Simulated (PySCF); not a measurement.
Molfile (atoms numbered from 1):
```
C6H7NO2
     RDKit          3D

 16 16  0  0  0  0  0  0  0  0999 V2000
    1.7905   -1.3310    0.1432 C   0  0  0  0  0  0  0  0  0  0  0  0
    1.1255   -0.3538    0.9101 O   0  0  0  0  0  0  0  0  0  0  0  0
    0.2984    0.5081    0.1652 C   0  0  2  0  0  0  0  0  0  0  0  0
   -0.1499    1.6604    1.0862 C   0  0  0  0  0  0  0  0  0  0  0  0
   -1.5657    1.5718    1.2325 O   0  0  0  0  0  0  0  0  0  0  0  0
   -2.0026    0.5619    0.4741 C   0  0  0  0  0  0  0  0  0  0  0  0
   -1.0511   -0.0950   -0.2081 C   0  0  0  0  0  0  0  0  0  0  0  0
   -1.2207   -1.1615   -1.0905 C   0  0  0  0  0  0  0  0  0  0  0  0
   -1.3364   -2.0317   -1.8321 N   0  0  0  0  0  0  0  0  0  0  0  0
    2.4281   -1.8747    0.8363 H   0  0  0  0  0  0  0  0  0  0  0  0
    1.0864   -2.0237   -0.3275 H   0  0  0  0  0  0  0  0  0  0  0  0
    2.4060   -0.8648   -0.6355 H   0  0  0  0  0  0  0  0  0  0  0  0
    0.8431    0.8623   -0.7250 H   0  0  0  0  0  0  0  0  0  0  0  0
    0.0903    2.6448    0.6788 H   0  0  0  0  0  0  0  0  0  0  0  0
    0.3160    1.5437    2.0677 H   0  0  0  0  0  0  0  0  0  0  0  0
   -3.0655    0.3921    0.4808 H   0  0  0  0  0  0  0  0  0  0  0  0
  1  2  1  0
  2  3  1  0
  3  4  1  0
  4  5  1  0
  5  6  1  0
  6  7  2  0
  7  8  1  0
  8  9  3  0
  7  3  1  0
  1 10  1  0
  1 11  1  0
  1 12  1  0
  3 13  1  6
  4 14  1  0
  4 15  1  0
  6 16  1  0
M  END
```

Geometry: GFN2-xTB; GIAO absolute shieldings from PySCF, gas phase, non-relativistic, averaged over equivalent atoms.

At OPBE/3-21G (95 basis functions, 14 s wall time on 1 thread of an Arm Neoverse V2, shared host):
```json
{"atoms": "C6", "σ (ppm)": "69.7"}
{"atoms": "C8", "σ (ppm)": "106.3"}
{"atoms": "C3", "σ (ppm)": "130.2"}
{"atoms": "C7", "σ (ppm)": "131.0"}
{"atoms": "C4", "σ (ppm)": "136.6"}
{"atoms": "C1", "σ (ppm)": "155.0"}
{"atoms": "O5", "σ (ppm)": "194.1"}
{"atoms": "O2", "σ (ppm)": "291.6"}
{"atoms": "N9", "σ (ppm)": "8.6"}
{"atoms": "H16", "σ (ppm)": "26.09"}
{"atoms": "H13", "σ (ppm)": "28.08"}
{"atoms": "H14", "σ (ppm)": "28.10"}
{"atoms": "H15", "σ (ppm)": "28.25"}
{"atoms": "H10/H11/H12", "σ (ppm)": "28.99"}
```

Problem. Predict the values at PBE0/pcSseg-1 on the same geometry.

Solution. 
| atoms | σ at PBE0/pcSseg-1 | change |
| --- | --- | --- |
| C6 | 15.1 | -54.6 |
| C8 | 66.0 | -40.3 |
| C3 | 98.8 | -31.4 |
| C7 | 93.3 | -37.7 |
| C4 | 105.7 | -30.9 |
| C1 | 127.0 | -28.0 |
| O5 | 171.4 | -22.7 |
| O2 | 270.6 | -21.0 |
| N9 | -61.3 | -69.9 |
| H16 | 24.52 | -1.57 |
| H13 | 26.88 | -1.20 |
| H14 | 27.00 | -1.10 |
| H15 | 27.22 | -1.03 |
| H10/H11/H12 | 27.85 | -1.14 |

The largest change is at N9 (nitrile nitrogen). Cost: 188 basis functions, 20 s wall time on 1 thread of an Arm Neoverse V2, shared host. The order of the carbon signals changes between the two levels.
